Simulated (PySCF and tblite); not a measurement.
C₅H₆N₂, numbered as in [N:1]#[C:2][CH2:3][CH2:4][CH2:5][C:6]#[N:7]: conformational analysis

Conformers came from 90 starts (ETKDG and KDG, MMFF94s, GFN2-xTB); geometries are PBE0-D3(BJ)/def2-SVP. Free energies are PBE0-D3(BJ)/pcSseg-1 (IEF-PCM, cyclohexane) single points with GFN2-xTB rigid-rotor and vibrational terms (modes under about 100 cm⁻¹ blended into free rotors). Symmetry numbers and mirror images are counted. Conformers within 3 kcal/mol (GFN2-xTB free energy) were kept, 5 at most. GIAO shieldings: PBE0/pcSseg-1 (IEF-PCM, cyclohexane). Shifts are against TMS (¹H), TMS (¹³C), NH3 (¹⁵N) at the same level. (PySCF 2.14, tblite 0.8.)

Torsions listed: C2–C3–C4–C5, C3–C4–C5–C6. Of a mirror pair one member is shown.

| conformer | shape | symmetry | E(GFN2, own minimum) kcal/mol | E(DFT) kcal/mol | G(298.15 K) kcal/mol | weight % | dipole D |
| --- | --- | --- | --- | --- | --- | --- | --- |
| 1 | 63°, 62° | C2 (pair) | 0.00 | 0.00 | 0.00 | 55.6 | 4.97 |
| 2 | -60°, -179° | C1 (pair) | 0.59 | 0.74 | 0.19 | 40.4 | 4.75 |
| 3 | 180°, 180° | C2v | 1.20 | 1.51 | 1.65 | 3.5 | 4.46 |
| 4 | 72°, -72° | Cs | 2.50 | 2.90 | 2.71 | 0.6 | 8.31 |

Weights (%) against temperature:

```csv
T (K),1,2,3,4,S(mix) cal/mol/K
180,74.1,24.9,1.0,0.0,2.59
230,64.7,33.2,2.0,0.2,2.81
298.15,55.6,40.4,3.5,0.6,2.99
330,52.4,42.7,4.1,0.9,3.04
400,47.1,46.0,5.3,1.6,3.14
```

Averaged shifts at 298.15 K. ¹H: 2.42 (H3/H5, 4H), 1.75 (H4, 2H) ppm. ¹³C: 126.0 (C2/C6), 25.4 (C4), 17.1 (C3/C5) ppm. ¹⁵N: 300.3 (N1/N7) ppm.

Coordinates of conformer 1 (Å):

```xyz
13

N     2.510    0.818    1.423
C     1.923    0.554    0.462
C     1.143    0.181   -0.713
C     0.074   -0.866   -0.392
C    -0.980   -0.370    0.603
C    -1.737    0.763    0.083
N    -2.304    1.664   -0.372
H     0.678    1.092   -1.126
H     1.831   -0.200   -1.483
H     0.548   -1.766    0.026
H    -0.414   -1.163   -1.332
H    -1.684   -1.179    0.848
H    -0.503   -0.065    1.549
```

Unscaled ¹⁵N shifts at such levels can be off by tens of ppm; differences between conformers or isomers are more reliable. Shifts are unscaled: against experiment ¹³C can be off by 15 ppm or more and ¹H by 0.8 ppm.

Search and properties took 63 s on 1 thread of Arm Neoverse V1, shared host (rough), launched as `OMP_NUM_THREADS=1 python ens_run.py task.json out`.


¹⁵N shifts are against a computed isolated NH3 molecule, about 20 ppm from the liquid.